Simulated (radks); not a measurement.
Species: the praseodymium ion Pr2+. Configuration: [Kr] 4d10 4f3 5s2 5p5 6p1 (not the ground configuration).

Method: scalar-relativistic Kohn-Sham, PBE, spin-polarised, spherical densities, point nucleus; open shells are filled with parallel spins first (spin-orbit coupling, left out, can overturn this in heavy ions); computed with a radial shooting solver on a logarithmic mesh with Libxc functionals.

Energy parts (eV):
| part | energy |
|---|---|
| total | -251320.92 |
| kinetic | 266939.60 |
| electron-nucleus | -608719.97 |
| Hartree | 96317.95 |
| exchange-correlation | -5858.49 |

Orbitals (lengths in bohr, moments of r in powers of bohr; r(max) is where P^2 peaks; r(90%) holds 90 % of the orbital's charge):
\begin{tabular}{lrrrrr}
orbital & occ. & eigenvalue (eV) & r(max) & <1/r> & r(90%) \\ \hline
1s up & 1 & -41836.54 & 0.01541 & 64.70 & 0.0435 \\
1s down & 1 & -41836.47 & 0.01541 & 64.70 & 0.0435 \\
2s up & 1 & -6746.026 & 0.08725 & 14.93 & 0.159 \\
2s down & 1 & -6745.987 & 0.08725 & 14.93 & 0.159 \\
2p up & 3 & -6037.868 & 0.07027 & 14.11 & 0.147 \\
2p down & 3 & -6037.806 & 0.07027 & 14.11 & 0.147 \\
3s up & 1 & -1470.077 & 0.2491 & 5.431 & 0.400 \\
3s down & 1 & -1469.268 & 0.2490 & 5.433 & 0.399 \\
3p up & 3 & -1245.814 & 0.2439 & 5.137 & 0.405 \\
3p down & 3 & -1244.998 & 0.2438 & 5.139 & 0.405 \\
3d up & 5 & -931.0386 & 0.2005 & 4.874 & 0.387 \\
3d down & 5 & -930.3944 & 0.2005 & 4.876 & 0.386 \\
4s up & 1 & -307.9267 & 0.5791 & 2.265 & 0.895 \\
4s down & 1 & -305.6507 & 0.5789 & 2.266 & 0.894 \\
4p up & 3 & -234.7165 & 0.6046 & 2.087 & 0.960 \\
4p down & 3 & -232.4105 & 0.6044 & 2.088 & 0.959 \\
4d up & 5 & -130.0603 & 0.6360 & 1.819 & 1.10 \\
4d down & 5 & -127.6805 & 0.6356 & 1.821 & 1.09 \\
4f up & 3 & -20.4910 & 0.6917 & 1.231 & 1.87 \\
4f down & 0 & -18.0560 & 0.6903 & 1.222 & 1.92 \\
5s up & 1 & -58.1767 & 1.345 & 0.8907 & 2.12 \\
5s down & 1 & -55.7335 & 1.350 & 0.8842 & 2.14 \\
5p up & 3 & -39.9649 & 1.513 & 0.7656 & 2.47 \\
5p down & 2 & -37.7936 & 1.523 & 0.7557 & 2.50 \\
6p up & 1 & -12.0439 & 3.932 & 0.2985 & 5.98 \\
\end{tabular}

The highest occupied level is 6p up at -12.044 eV. The configuration is held as typed, so some empty levels lie below it. The density falls to 0.001 e/bohr^3 at r = 4.71 bohr. Spin moment in Bohr magnetons: 5. Summed over all electrons, <r^2> = 57.41 bohr^2, which gives a Langevin (diamagnetic) susceptibility term of -45.5 x 10^-6 cm^3/mol.
